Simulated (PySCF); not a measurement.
Si 2p3/2 core levels and what the atom is bonded to

Gas-phase molecules, one conformer each, relaxed by PBE0-D3(BJ)/def2-SVP with no frequency check. Core levels by delta-SCF with SCAN, pcX-2 on the ionised atom and pcseg-1 elsewhere, spin-free X2C (2p3/2 is the spin-free 2p value less a third of a first-order spin-orbit splitting); energies from the vacuum level.

```json
{"structure (SMILES)": "[SiH3]P[SiH2]Cl", "Si bonded to": "1 Cl + 1 P + 2 H", "mean electronegativity of these (Pauling)": "2.44", "Si 2p3/2 (eV)": "107.82"}
{"structure (SMILES)": "C[Si](C)(C)C#N", "Si bonded to": "4 C", "mean electronegativity of these (Pauling)": "2.55", "Si 2p3/2 (eV)": "?"}
{"structure (SMILES)": "[GeH3][SiH]1N[SiH2]N1", "Si bonded to": "1 Ge + 2 N + 1 H", "mean electronegativity of these (Pauling)": "2.57", "Si 2p3/2 (eV)": "106.97"}
{"structure (SMILES)": "P[SiH]1O[SiH2]O[SiH2]O1", "Si bonded to": "2 O + 1 P + 1 H", "mean electronegativity of these (Pauling)": "2.82", "Si 2p3/2 (eV)": "108.01"}
{"structure (SMILES)": "FB1S[Si](F)(F)S[Si](F)(F)S1", "Si bonded to": "2 F + 2 S", "mean electronegativity of these (Pauling)": "3.28", "Si 2p3/2 (eV)": "110.33"}
{"structure (SMILES)": "F[Si](Cl)(O[SiH3])S[SiH3]", "Si bonded to": "1 Cl + 1 F + 1 O + 1 S", "mean electronegativity of these (Pauling)": "3.29", "Si 2p3/2 (eV)": "109.44"}
{"structure (SMILES)": "F[Si](Cl)(Cl)Cl", "Si bonded to": "3 Cl + 1 F", "mean electronegativity of these (Pauling)": "3.37", "Si 2p3/2 (eV)": "110.74"}
{"structure (SMILES)": "Cl[Si]12OB3OB(O1)O[Si](Cl)(O3)O2", "Si bonded to": "1 Cl + 3 O", "mean electronegativity of these (Pauling)": "3.37", "Si 2p3/2 (eV)": "110.25"}
{"structure (SMILES)": "F[Si](F)(F)[NH2+][Ga-]([F])([F])[F]", "Si bonded to": "3 F + 1 N", "mean electronegativity of these (Pauling)": "3.75", "Si 2p3/2 (eV)": "111.99"}
```

Question: Fit a straight line to the complete rows and predict the core level of Si in C[Si](C)(C)C#N, bonded to 4 C.

Answer: E = 98.210 + 3.611·χ (8 points, rms 0.47 eV, correlation 0.956). At 2.55 this gives 107.42 eV; the calculation itself gave 107.08 eV, so the fit is off by 0.34.

For scale, for C[Si](C)(C)C#N: hardware: 1 thread of Arm Neoverse V1 (aarch64), shared host; wall time 44 s, peak memory 0.63 GiB, launched as `OMP_NUM_THREADS=1 python cluster_run.py task.json out`.
